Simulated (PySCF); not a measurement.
**Dipole moment and polarisability of `CCC[Si@@H](S)OC`**

C₄H₁₂OSSi.
Cartesian coordinates in Å at the GFN2-xTB level; atoms count from 1:
```xyz
19
C4H12OSSi angstrom
C      2.719   -0.032    0.214
C      1.859    0.812   -0.716
C      0.596    0.081   -1.164
Si    -0.589   -0.358    0.245
S     -0.846    1.271    1.651
O     -1.986   -0.623   -0.537
C     -3.245   -0.887    0.013
H      2.197   -0.221    1.148
H      2.954   -0.988   -0.249
H      3.651    0.480    0.439
H      2.446    1.084   -1.597
H      1.584    1.737   -0.205
H      0.069    0.696   -1.897
H      0.881   -0.836   -1.681
H     -0.208   -1.457    1.125
H     -1.356    2.120    0.770
H     -3.461   -0.200    0.834
H     -3.286   -1.910    0.390
H     -3.988   -0.760   -0.774
```

Level: PBE0/def2-SVPD (PySCF), static field, nuclei fixed, core orbitals frozen in the response. The polarisability tensor in these axes (au):

```
x   110.32   3.40  -4.12
y     3.40  92.83   5.21
z    -4.12   5.21  93.57
```

Problem. What are the eigenvalues, a third of the trace, and Δα (Δα² = ½Σ(αi − αj)² over the three pairs)?

Solution. Principal values 86.78, 98.39 and 111.55 au; mean 98.91 au = 14.66 Å³ = 16.31 × 10⁻⁴⁰ C²·m²/J; Δα = 21.46 au (22 % of the mean).

Problem. What is the dipole moment, and where does it point?

Solution. (-0.29, -0.43, -1.02) D, 1.14 D in size, pointing from the negative to the positive side. Measured along this direction, the outermost atoms are S5 at the negative end and H19 at the positive end.

Problem. Rayleigh depolarisation ratio (linearly polarised light, static tensor)?

Solution. ρ = 3Δα²/(45ᾱ² + 4Δα²) = 1381.4/(440204 + 1841.9) = 0.00313.

Problem. In a dilute gas of rigid molecules at 273 K, how does the orientational term μ²/3kT compare with the electronic polarisability?

Solution. In Gaussian units μ²/3kT = 11.56 Å³ against 14.66 Å³, a ratio of 0.79; the Debye molar polarisation (4π/3)N_A(α + μ²/3kT) is 66.1 cm³/mol, leaving out the vibrational part.

Problem. Along which axes do the principal values lie, and how far do the nuclei extend along each?

Solution. Largest value along (0.97, 0.12, -0.19), where the nuclei span 7.37 Å; middle along (0.05, 0.70, 0.71), 3.77 Å; least along (-0.22, 0.70, -0.67), 3.49 Å. The response follows the extents in order.

Problem. In TDDFT the mean static polarisability is Σ f/ω² over all singlet excitations (ω in hartree). How much of it do the 8 lowest give? Their energies (eV) and oscillator strengths: 6.30, 0.0260; 6.75, 0.0456; 6.90, 0.0190; 7.30, 0.0381; 7.32, 0.0163; 7.46, 0.0092; 7.47, 0.0089; 7.58, 0.0021.

Solution. They add up to 2.54 au, 2.6 % of the 98.91 au; the largest single term is 0.74 au, from the state at 6.75 eV. Terms in order: 0.48, 0.74, 0.30, 0.53, 0.22, 0.12, 0.12, 0.03 au. Higher excitations give the rest. The strengths listed sum to 0.165.

Problem. Give the eigenvalues of the traceless quadrupole moment Θ = ½Σq(3rr − r²1), origin at the centre of nuclear charge.

Solution. -7.65, 2.48, 5.17 D·Å. The values depend on the origin, since the dipole doesn't vanish. The electronic extent ⟨r²⟩ about the same centre is 1461 bohr², a root-mean-square distance of 2.35 Å for the 74 electrons.

The structure is a single GFN2-xTB conformer in the gas phase; no vibrational or solvent corrections.
